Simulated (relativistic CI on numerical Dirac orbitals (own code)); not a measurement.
A reference radial Dirac CI calculation of S II gave the lowest total energy -398.14093 Ha in 10 SCF steps, from this input:

```
atom S  Z=16  charge=1  electrons=15
nucleus A=32  rms_radius_fm=3.2611
hamiltonian dirac-coulomb  breit=on  qed=on  c_scale=1
orbitals kli  potential=per-configuration
slater_scale 1
correlation none
mixing on
grid step=0.0125 r_max=51.4
scf mixing=0.4 start=green max_iterations=150 tolerance=2e-08 node_fill=0.05
configurations
  [Ne] 3s2 3p3
end
```

One setting was then changed, and the output read:

```
SCF 1: [Ne] 3s2 3p3
 iter      energy (Ha)   residual   last orbital (Ha)
    1      -396.590046   9.25e-01     -0.98001
    2      -397.921618   3.54e-01     -0.81740
    3      -398.195692   2.90e-02     -0.76640
    4      -398.199787   7.87e-03     -0.80400
    5      -398.199856   1.34e-03     -0.79908
    6      -398.199898   7.39e-05     -0.79935
    7      -398.199900   4.39e-05     -0.79944
    8      -398.199901   1.36e-06     -0.79946
    9      -398.199901   1.18e-06     -0.79946
   10      -398.199901   7.44e-09     -0.79946
orbital energies (Ha): 1s -88.9892  2s -8.5007  2p1/2 -6.4915  2p3/2 -6.4451  3s -1.1959  3p1/2 -0.8029  3p3/2 -0.7995
configuration averages (Ha): Dirac-Coulomb, Breit, QED
  3p3                           -398.199901    0.000000    0.057527
levels: no., configuration, term, J, E (cm-1), weight
   1 3p3                    4S*  3/2              0.0  1.00
   2 3p3                    2D*  3/2          18855.2  1.00
   3 3p3                    2D*  5/2          18887.8  1.00
   4 3p3                    2P*  1/2          31452.6  1.00
   5 3p3                    2P*  3/2          31510.5  1.00
lowest total energy -398.228420 Ha
end: converged
```

Task: Which setting was changed?
A. Slater scale
B. configuration list
C. SCF tolerance
D. Breit term

Result: D. The Breit term off.
